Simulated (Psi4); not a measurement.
Computed with SAPT0/jun-cc-pVDZ, frozen core run with Psi4.

Psi4 input:

```
molecule {
0 1
S 1.55216801 -0.04143501 0.00000000
C -0.00000932 0.00001156 -0.00000000
S -1.55215869 0.04142345 -0.00000000
--
0 1
Se 0.42817861 0.12463714 3.44738738
H 1.89257864 0.09252375 3.57634946
H 0.26766978 0.18281316 4.90786074
units angstrom
symmetry c1
no_reorient
no_com
}
set basis jun-cc-pvdz
set scf_type df
set freeze_core true
energy('sapt0')
```

Part of the output:

```
    SAPT Results
  --------------------------------------------------------------------------------------------------------
    Electrostatics                 -3.06671661 [mEh]      -1.92439373 [kcal/mol]      -8.05166335 [kJ/mol]
      Elst10,r                     -3.06671661 [mEh]      -1.92439373 [kcal/mol]      -8.05166335 [kJ/mol]

    Exchange                        7.33811564 [mEh]       4.60473709 [kcal/mol]      19.26621997 [kJ/mol]
      Exch10                        7.33811564 [mEh]       4.60473709 [kcal/mol]      19.26621997 [kJ/mol]
      Exch10(S^2)                   7.30285957 [mEh]       4.58261357 [kcal/mol]      19.17365516 [kJ/mol]

    Induction                      -0.84822700 [mEh]      -0.53227048 [kcal/mol]      -2.22701967 [kJ/mol]
      Ind20,r                      -5.04122257 [mEh]      -3.16341492 [kcal/mol]     -13.23572804 [kJ/mol]
      Exch-Ind20,r                  4.67823084 [mEh]       2.93563417 [kcal/mol]      12.28269337 [kJ/mol]
      delta HF,r (2)               -0.48523526 [mEh]      -0.30448972 [kcal/mol]      -1.27398500 [kJ/mol]

    Dispersion                     -4.25934973 [mEh]      -2.67278231 [kcal/mol]     -11.18292119 [kJ/mol]
      Disp20                       -4.86480087 [mEh]      -3.05270863 [kcal/mol]     -12.77253292 [kJ/mol]
      Exch-Disp20                   0.60545114 [mEh]       0.37992632 [kcal/mol]       1.58961174 [kJ/mol]
      Disp20 (SS)                  -2.43240043 [mEh]      -1.52635432 [kcal/mol]      -6.38626646 [kJ/mol]
      Disp20 (OS)                  -2.43240043 [mEh]      -1.52635432 [kcal/mol]      -6.38626646 [kJ/mol]
      Exch-Disp20 (SS)              0.30062845 [mEh]       0.18864720 [kcal/mol]       0.78929988 [kJ/mol]
      Exch-Disp20 (OS)              0.30482269 [mEh]       0.19127912 [kcal/mol]       0.80031185 [kJ/mol]

  Total HF                          3.42317204 [mEh]       2.14807288 [kcal/mol]       8.98753695 [kJ/mol]
  Total SAPT0                      -0.83617770 [mEh]      -0.52470943 [kcal/mol]      -2.19538424 [kJ/mol]
```
